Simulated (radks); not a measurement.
The numbers below are computed, except where a source is named.
Task: The table gives one normalised radial function P(r) = r R(r) (large component) of As3+ in [Ar] 3d10 4s1 4p1 (r in bohr). Level of theory: Dirac Kohn-Sham, AM05, spin-unpolarised, spherical densities, finite nucleus; open shells are shared between the two j in proportion to 2j + 1; Fermi nuclear charge, rms radius 4.0968 fm (a radial shooting solver on a logarithmic mesh with Libxc functionals).

r           P
0.002297   0.0000
0.002632   0.0000
0.003039   0.0000
0.003482   0.0000
0.003989   0.0000
0.004607   0.0000
0.005278   0.0000
0.006047   0.0000
0.006928   0.0001
0.008001   0.0001
0.009167   0.0001
0.0105     0.0002
0.01213    0.0002
0.0139     0.0004
0.01592    0.0005
0.01839    0.0008
0.02106    0.0011
0.02413    0.0016
0.02787    0.0023
0.03193    0.0034
0.03658    0.0048
0.04225    0.0069
0.04841    0.0097
0.05546    0.0136
0.06405    0.0191
0.07338    0.0262
0.08407    0.0354
0.09709    0.0481
0.1112     0.0633
0.1274     0.0820
0.146      0.1043
0.1686     0.1318
0.1932     0.1606
0.2213     0.1910
0.2556     0.2228
0.2928     0.2497
0.3355     0.2704
0.3875     0.2816
0.4439     0.2788
0.5086     0.2604
0.5873     0.2221
0.6729     0.1676
0.7709     0.0959
0.8903     0.0029
1.02      -0.0984
1.169     -0.2088
1.35      -0.3298
1.546     -0.4401
1.772     -0.5369
2.046     -0.6121
2.344     -0.6461
2.685     -0.6376
3.077     -0.5870
3.553     -0.4957
4.071     -0.3883
4.664     -0.2774
5.386     -0.1734
6.171     -0.0985
7.07      -0.0489
8.165     -0.0197
9.354     -0.0070

Which n and l does it have? It may be an empty orbital.

Result: n = 4, l = 2: the number of nodes gives n - l - 1 = 1, the rise at small r points to l (for j = l - 1/2 the large component starts outside the nucleus as r^gamma with gamma = sqrt(l^2 - (Z/c)^2) = 1.99 and the r^(l+1) term takes over further out; the orbital of l - 1 with the same j starts with the same power, but with a larger coefficient, and does not steepen), and the extent must fit the shell. The curve is that of 4d3/2; the two j differ most near the nucleus, where j = l - 1/2 has the larger amplitude, and in heavy atoms j = l - 1/2 is also the more compact. 4d3/2 (empty): eigenvalue -18.398 eV, 1 radial node at r = 0.894 bohr, <r> = 2.83 bohr, 90 % of the charge inside 4.23 bohr.
